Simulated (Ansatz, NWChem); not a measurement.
## Predicting a hybrid from its neighbours: SiH3I

SiH3I has 5 atoms, charge 0, and is taken as a singlet. SMILES: `[SiH3]I`. Geometry: relaxed at PBE0-D4/def2-TZVP.

The HOMO–LUMO gap y, in eV, basis def2-TZVP with a core potential; a is the functional's share of exact exchange. Programs: Ansatz 0.2.0, NWChem 7.3.0.

| functional | program | a | y (eV) |
| --- | --- | --- | --- |
| revPBE | Ansatz | 0 | 5.02 |
| TPSS | NWChem | 0 | 5.30 |
| B3LYP | Ansatz | 0.2 | ? |
| PBE0 | Ansatz | 0.25 | 6.94 |
| r2SCAN0 | Ansatz | 0.25 | 7.35 |
| BHLYP | Ansatz | 0.5 | 8.79 |

Task: Fit y = c + s·a to the known rows and predict B3LYP.

Result: 
1. Means of the 5 rows: a = 0.2000, y = 6.680.
2. Σ(Δa)² = 0.175, Σ(Δa·Δy) = 1.2875, so the slope is 1.2875/0.175 = 7.3571.
3. Intercept: 6.680 − (7.3571) × 0.2000 = 5.209. The largest residual of the fit is 0.30.
4. B3LYP: 5.209 + (7.3571) × 0.2 = 6.68 eV.

The run gave 6.48 eV, so the prediction is off by +0.20 eV, within the scatter of the fit. Exact exchange lowers occupied levels and raises empty ones. The rows mix families of semi-local functionals, which the line can't see.
